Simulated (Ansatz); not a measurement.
Ansatz (a program for electronic structure) input for I2Sn, SMILES [Sn]([I])[I] (connectivity only; charge and spin as stated), charge -1, multiplicity 2, PBE-D3(BJ)/def2-SVPD. 

Ansatz 0.2 input:
```yaml
crystal:
  periodic: [false, false, false]
  atoms:
    - {symbol: Sn, position_ang: [0.00000000, -0.00000001, 1.26977994]}
    - {symbol: I, position_ang: [0.00000000, 2.27715870, -0.59895280]}
    - {symbol: I, position_ang: [0.00000000, -2.27715870, -0.59895280]}
basis:
  gaussian:
    orbitals: def2-SVPD
hamiltonian:
  xc: pbe
  dispersion: d3bj
total_charge: -1
magnetization: {spin_polarized: true, initial_magnetization: 1}
relax: {f_tol: 0.002, max_steps: 200}
```

It prints:

```
WARN ansatz: RAYON_NUM_THREADS=1 ignored (pool sized by the plan → 1); use --threads N
Functional definition: PBE
integrals: 0.05 GiB planned
1115 factors; their error is unknown
mean field: 0.36 GiB planned
mean field evaluation 1: about -22037.0530 eV, gradient 8.7e0 eV
mean field evaluation 2: about -22036.7595 eV, gradient 1.0e1 eV
mean field evaluation 4: about -22037.4588 eV, gradient 2.5e-1 eV
mean field evaluation 8: about -22037.4476 eV, gradient 6.5e-2 eV
mean field evaluation 16: about -22036.1452 eV, gradient 2.9e0 eV
mean field -22037.44766726 eV, -809.8612642534 hartree, gradient 4.2e-5 eV, S^2 0.753068; 3 other end points of the search recorded, 0 dependent functions left out
the calculation of the forces begins
reference -22037.44770958 eV, -809.8612658084 hartree; 37, 36 occupied and 65, 66 virtual orbitals, 1115 factors
relax step   1: F+E_penalty+E_count = -22037.56425838 eV  Δ(F+E_penalty+E_count) = +0.000e0 eV  max|allowed force component| = 1.157e-1 eV/Å  Δτ_max = 0.0000 Å  (67 SCF iters, accepted)
these checks for a lower state are left out or cut short: starts, cluster_reference, orbital_swaps, neighbouring_geometries, increment
integrals: 0.05 GiB planned
1115 factors; their error is unknown
mean field: 0.36 GiB planned
mean field evaluation 32: about -22037.4489 eV, gradient 2.9e-2 eV
mean field -22037.44888486 eV, -809.8613089993 hartree, gradient 9.5e-6 eV, S^2 0.753037; 0 other end points of the search recorded, 0 dependent functions left out
the calculation of the forces begins
reference -22037.44892716 eV, -809.8613105539 hartree; 37, 36 occupied and 65, 66 virtual orbitals, 1115 factors
relax step   2: F+E_penalty+E_count = -22037.56561640 eV  Δ(F+E_penalty+E_count) = -1.358e-3 eV  max|allowed force component| = 3.071e-2 eV/Å  Δτ_max = 0.0113 Å  (32 SCF iters, accepted)
these checks for a lower state are left out or cut short: starts, cluster_reference, orbital_swaps, neighbouring_geometries, increment
integrals: 0.05 GiB planned
1115 factors; their error is unknown
mean field: 0.36 GiB planned
mean field -22037.44885709 eV, -809.8613079789 hartree, gradient 9.7e-6 eV, S^2 0.753025; 0 other end points of the search recorded, 0 dependent functions left out
the calculation of the forces begins
reference -22037.44889938 eV, -809.8613095329 hartree; 37, 36 occupied and 65, 66 virtual orbitals, 1115 factors
relax step   3: F+E_penalty+E_count = -22037.56572809 eV  Δ(F+E_penalty+E_count) = -1.117e-4 eV  max|allowed force component| = 1.039e-3 eV/Å  Δτ_max = 0.0031 Å  (33 SCF iters, accepted)
these checks for a lower state are left out or cut short: starts, cluster_reference, orbital_swaps, neighbouring_geometries, increment
integrals: 0.05 GiB planned
1115 factors; their error is unknown
mean field: 0.36 GiB planned
mean field -22037.44883691 eV, -809.8613072373 hartree, gradient 9.3e-6 eV, S^2 0.753025; 0 other end points of the search recorded, 0 dependent functions left out
the calculation of the forces begins
reference -22037.44887920 eV, -809.8613087913 hartree; 37, 36 occupied and 65, 66 virtual orbitals, 1115 factors
relax step   4: F+E_penalty+E_count = -22037.56572878 eV  Δ(F+E_penalty+E_count) = -6.908e-7 eV  max|allowed force component| = 2.225e-4 eV/Å  Δτ_max = 0.0006 Å  (21 SCF iters, accepted)
integrals: 0.05 GiB planned
1115 factors; their error is unknown
mean field: 0.36 GiB planned
mean field evaluation 64: about -22037.4488 eV, gradient 1.9e-4 eV
mean field -22037.44883691 eV, -809.8613072373 hartree, gradient 9.3e-6 eV, S^2 0.753025; 4 other end points of the search recorded, 0 dependent functions left out
the calculation of the forces begins
reference -22037.44887920 eV, -809.8613087913 hartree; 37, 36 occupied and 65, 66 virtual orbitals, 1115 factors
Total energy: -22037.56577107 eV, -809.8656044882 hartree
Atom 0 at     0.000000    -0.000000     1.256176 Å, force    -0.000000     0.000000     0.000223 eV/Å
Atom 1 at    -0.000000     2.272325    -0.592151 Å, force     0.000000    -0.000166    -0.000111 eV/Å
Atom 2 at     0.000000    -2.272325    -0.592151 Å, force    -0.000000     0.000166    -0.000111 eV/Å
Dipole moment:    -0.000000    -0.000000     0.302766 e Å
```

The run converged.

Cost: roughly 23 core-seconds.
